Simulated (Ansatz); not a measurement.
`[CH2][Si](F)(F)Cl` radical. Total charge 0; spin multiplicity 2.

Cartesian coordinates in Å:
```
C 0.9791 -0.4781 -0.3491
Si -0.5795 0.2066 0.2709
F -1.7507 -0.8432 0.1238
F -0.4587 0.5754 1.8022
Cl -1.1410 1.8866 -0.7176
H 1.0105 -1.1803 -1.1746
H 1.9403 -0.1670 0.0445
```

**Question.** Give the diagnostics of a CCSD(T)/def2-TZVPP run (frozen core, Ansatz). (An estimate is asked.)

**Answer.** The calculation gave: T1 = 0.0113, largest single amplitude 0.019, largest double 0.023, (T) share of the correlation energy 3.2 %, 10 CCSD cycles. ⟨S²⟩ of the UHF reference is 0.760 against 0.75 for a pure state. T1 lies under the customary mark of 0.045 for open shells.
